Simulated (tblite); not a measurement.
Isomers of C5H9ClO2. Calculated harmonic vibrations of the isolated species, GFN2-xTB (tblite), most abundant isotopes, no scaling. Against measured fundamentals such values can be off by several per cent, at times by over 20. One conformer each.

Electronic energies: GFN2-xTB at the same geometries; isomer energies are rough at this level and their order can be wrong.

| SMILES | electronic energy, lowest = 0 (kcal/mol) |
| --- | --- |
| COC(C)(C)C(=O)Cl | 0.0 |
| CC[C@H](OC)C(=O)Cl | 2.1 |
| CO[C@@H](C)CC(=O)Cl | 0.0 |
| COC[C@@H](C)C(=O)Cl | 1.3 |

Q: How do GFN2-xTB zero-point energies change the relative energies?

A: 
| SMILES | ZPE (kcal/mol) | of it from modes above 1550 cm⁻¹ | electronic (kcal/mol) | with ZPE, lowest = 0 (kcal/mol) | lowest mode (cm⁻¹) | rings |
| --- | --- | --- | --- | --- | --- | --- |
| CO[C@@H](C)CC(=O)Cl | 83.5 | 41.0 | 0.0 | 0.2 | 11i | 0 |
| COC(C)(C)C(=O)Cl | 83.4 | 41.5 | 0.0 | 0.0 | 44 | 0 |
| COC[C@@H](C)C(=O)Cl | 83.7 | 40.8 | 1.3 | 1.6 | 32 | 0 |
| CC[C@H](OC)C(=O)Cl | 83.8 | 41.0 | 2.1 | 2.6 | 46 | 0 |

The zero-point energies span 0.4 kcal/mol, from `COC(C)(C)C(=O)Cl` to `CC[C@H](OC)C(=O)Cl`. Slightly imaginary modes are left out of the zero-point energy: `CO[C@@H](C)CC(=O)Cl` 10.7i cm⁻¹. With it `COC(C)(C)C(=O)Cl` becomes the lowest.

Q: What do entropy and thermal enthalpy add at 298.15 K and 1 bar (rigid rotor, harmonic oscillator, one conformer each)?

A: 
```
             SMILES  point group  symmetry number  S (cal/(mol K))  H − H(0) (kcal/mol)  ZPE + H − H(0) − TS (kcal/mol)
   COC(C)(C)C(=O)Cl           C1                1             97.2                 6.86                            61.3
COC[C@@H](C)C(=O)Cl           C1                1            100.3                 6.83                            60.7
 CC[C@H](OC)C(=O)Cl           C1                1             98.2                 6.76                            61.3
```

Not tabulated: `CO[C@@H](C)CC(=O)Cl` (lowest mode only 11i cm⁻¹).
